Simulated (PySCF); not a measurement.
HO₂Si, SMILES [Si](=O)=[OH+], charge +1.

Geometry optimised at B3LYP-D3(BJ)/def2-TZVP. The isomer is the one that the SMILES or the coordinates give; other isomers of the formula were not compared.

Two levels are set side by side: PBE/def2-TZVPD (PySCF) and r2SCAN/def2-TZVPD (PySCF). Same geometry, gas phase. Differences are taken from unrounded values.

```csv
quantity,r2SCAN
orbital gap (eV),4.27
highest occupied level (eV),-15.50
lowest empty level (eV),-11.23
mean polarisability (bohr³),25.7
```

Q: What does PBE give, and how far is it from r2SCAN? (Estimate from the structure and the level; the computed values follow.)

A: 
```csv
quantity,PBE,PBE minus r2SCAN
orbital gap (eV),3.68,-0.59
highest occupied level (eV),-15.22,0.29
lowest empty level (eV),-11.53,-0.30
mean polarisability (bohr³),26.3,0.6
```

Rough cost on one machine, each run with all the roots and properties that it gave: r2SCAN against PBE about 4 times.
